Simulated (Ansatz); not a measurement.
Geometry optimisation, RKS PBE/def2-SVP (Ansatz).

Input:

```yaml
crystal:
  periodic: [false, false, false]
  atoms:
    - { symbol: "N", position_ang: [-1.0916, -0.2946, -0.9282] }
    - { symbol: C, position_ang: [-0.1007, -0.4303, 0.0429] }
    - { symbol: O, position_ang: [0.6367, -1.5057, -0.4596] }
    - { symbol: O, position_ang: [-0.6812, -0.9104, 1.1841] }
    - { symbol: Si, position_ang: [0.8824, 1.248, 0.3063] }
    - { symbol: Cl, position_ang: [-0.3572, 2.6809, 1.1627] }
    - { symbol: H, position_ang: [-0.6635, 0.0392, -1.8068] }
    - { symbol: H, position_ang: [-1.4171, -1.1791, -1.1651] }
    - { symbol: H, position_ang: [1.1499, -1.808, 0.3835] }
    - { symbol: H, position_ang: [-1.6896, -0.7578, 1.0004] }
    - { symbol: H, position_ang: [2.0205, 1.051, 1.2714] }
    - { symbol: H, position_ang: [1.3885, 1.8117, -0.9576] }
basis:
  gaussian: { orbitals: def2-SVP }
hamiltonian:
  xc: pbe
relax:
  f_tol: 0.015
  max_steps: 40
output:
  orbitals: {}
```

Run as:

```bash
$ ansatz run input.yaml --threads 2 --pin off --max-ram 3072MiB --backend cpu --events-out ev --progress --plain --runs-dir out
```

Question: Where does it end, and by what steps?

Answer: The run converged. After 17 steps the energy has fallen by 0.766 eV; H10 moved furthest, 0.66 Å.

```
step  energy less start (eV)  largest force component (eV/Å)  accepted
   0                  0.0000                           4.261       yes
   1                 -0.6457                           1.285       yes
   2                 -0.7145                           0.224       yes
   3                 -0.7318                           0.221       yes
   4                 -0.7317                           1.029        no
   5                 -0.7459                           0.107       yes
   6                 -0.7505                           0.461       yes
   7                 -0.7558                           0.145       yes
   8                 -0.7599                           0.060       yes
   9                 -0.7603                           0.056       yes
  10                 -0.7497                           0.685        no
  11                 -0.7637                           0.167       yes
  12                 -0.7626                           0.221        no
  13                 -0.7656                           0.028       yes
  14                 -0.7659                           0.028       yes
  15                 -0.7661                           0.027       yes
  16                 -0.7662                           0.022       yes
  17                 -0.7662                           0.003       yes
```

```xyz
12
Properties=species:S:1:pos:R:3
N -1.098 -0.317 -1.098
C -0.140 -0.478 -0.049
O 0.839 -1.457 -0.384
O -0.777 -0.946 1.127
Si 0.812 1.172 0.310
Cl -0.462 2.521 1.286
H -0.656 0.043 -1.954
H -1.503 -1.240 -1.319
H 1.235 -1.761 0.457
H -1.444 -0.270 1.365
H 1.946 0.862 1.241
H 1.326 1.815 -0.949
```

The run took 66 s on 2 threads of Arm Neoverse V1 (shared host), peak memory 0.18 GiB.
